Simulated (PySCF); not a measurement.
# Correlation energy of Mo⁺ (molybdenum, charge +1)

[Kr] 4d4 5s1, high-spin 6D determinant (an excited configuration). Calculation: PySCF 2.14, in x2c-TZVPPall with one added diffuse shell each of s, p, d, f type (9s7p7d3f1g, 95 functions); scalar relativity by spin-free X2C-1e. Frozen: [Kr]; 5 electrons correlated.

```tsv
level	correlation energy (mhartree)
CCSD	-58.21
(T)	-1.00
CCSD(T)	-59.21
```

Diagnostics: T1 = 0.0053, D1 = 0.0153, largest double amplitude 0.023.

Cost of the coupled-cluster step: of the order of 20 core-seconds, for 5 correlated electrons.
